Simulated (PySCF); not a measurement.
## A search over the determinants of BrF

Unrestricted PBE0; PySCF, no relativity, basis sets Br def2-TZVPP, F def2-TZVPP. Outer shells of the fragments: Br 3d10 4s2 4p5; F 2s2 2p5.

Followed along the bond (rough minima from three points):

```json
{"2Ms+1": "1", "unpaired": "none", "⟨S²⟩ at the start": "0.00", "R at minimum (Å)": "1.76", "Te (eV)": "0.00"}
{"2Ms+1": "3", "unpaired": "σ ↑, π ↑", "⟨S²⟩ at the start": "2.01", "R at minimum (Å)": "none in the scan", "Te (eV)": "≤ 2.09"}
```

Solutions found at the starting distance of 1.730 Å, counted from the lowest of them; the search is not exhaustive and high or unbound solutions are not listed, so other states can lie among these:

| 2Ms+1 | unpaired | term | E (eV) | ⟨S²⟩ | ⟨Lz²⟩ | μ (D) |
| --- | --- | --- | --- | --- | --- | --- |
| 1 | none | ¹Σ⁺ | 0.00 | 0.00 | 0.00 | -1.28 |
| 3 | σ ↑, π ↑ | ³Π | 2.72 | 2.01 | 1.01 | -1.23 |
| 1 | σ ↑, π ↓ | mixed | 3.08 | 1.01 | 1.01 | -1.16 |
| 3 | π ↑↑ | ³Σ⁻ | 6.70 | 2.01 | 0.00 | -0.83 |
| 1 | π ↑↓ | mixed | 7.02 | 1.01 | 2.02 | -0.79 |
| 3 | σ ↑↑ | ³Σ⁺ | 7.59 | 2.00 | 0.00 | 1.02 |
| 1 | none | mixed | 8.10 | 0.00 | 2.01 | -0.59 |

A term symbol is given only where ⟨S²⟩ and ⟨Lz²⟩ are close to those of a pure state; real π, δ and φ orbitals otherwise mix terms. A positive dipole means Br(−)F(+).

Counting both spins, an empty level lies below a filled one in some of these solutions, because spin and occupation are held.
